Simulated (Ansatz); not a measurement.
Cost and result for the atomization energy of `F[CH]1[SiH2][Al]1[F]` (8 atoms, 8 bonds).

Charge 0, multiplicity 1. The structure was optimised at the PBE0-D4/def2-TZVP level. Program: Ansatz. All runs use 2 threads of an Arm Neoverse V2 on a shared host. Times are those of one run each, without the atoms' runs, and a repeat can differ threefold. Electronic energies, without spin–orbit coupling; frozen cores. CCSD(T)/CBS adds CCSD(T) − MP2 in def2-TZVPP to the MP2 limit, and its time is that of the two runs behind it. T1 = 0.015. HSE06 is the plane-wave form, built on full-range PBE exchange.

CCSD(T)/CBS is a level of theory with its own doubt, some kJ/mol a heavy atom from the limit and from the frozen cores, so smaller differences don't rank the functionals.

```tsv
level	functions	wall time	atomization (kcal/mol)	difference from CCSD(T)/CBS	per bond
LDA (SPW92)/def2-TZVPP	219	1.4 s	745.9	104.5	13.1
revPBE-D4/def2-TZVPP	219	2.4 s	636.2	-5.2	-0.7
HSE06-D4/def2-TZVPP	219	3.6 s	638.6	-2.8	-0.3
CCSD(T)/def2-SVP	93	3.7 s	594.2	-47.2	-5.9
CAM-B3LYP-D4/def2-TZVPP	219	4 s	639.7	-1.7	-0.2
r2SCANh-D4/def2-TZVPP	219	6 s	638.7	-2.7	-0.3
B2PLYP/def2-TZVPP	219	6 s	630.5	-10.9	-1.4
ωB97X-V/def2-TZVPP	219	10 s	643.1	1.7	0.2
B97M-V/def2-TZVPP	219	12 s	646.5	5.1	0.6
ωB97M-V/def2-TZVPP (with forces)	219	14 s	640.8	-0.6	-0.1
MP2/def2-QZVPP	401	21 s	651.7	10.3	1.3
CCSD(T)/def2-TZVPP	219	110 s	620.8	-20.6	-2.6
CCSD(T)/CBS(def2)	–	2.2 min	641.4	0.0	0.0
```

The D4 term adds +6.2 kcal/mol with B3LYP and +3.2 kcal/mol with PBE0; it sums over pairs of atoms, weighted by their polarisabilities, and B3LYP, whose exchange is more repulsive, gets the larger term. Leaving LDA and LC-ωPBE aside and taking each functional with its dispersion term where it has one, the values, not all of them listed here, spread over 44.9 kcal/mol, from BHLYP-D4 to PBE-D4. LDA lies +93.8 kcal/mol from PBE without D4, its usual overbinding. In def2-TZVPP, CCSD(T) changes the Hartree–Fock value by +171.5 kcal/mol (the triples alone add +12.6 kcal/mol) and MP2 by +190.1 kcal/mol; breaking electron pairs costs correlation energy, which Hartree–Fock lacks.

B3LYP here is the variant with VWN-RPA as its local correlation; programs differ in this.
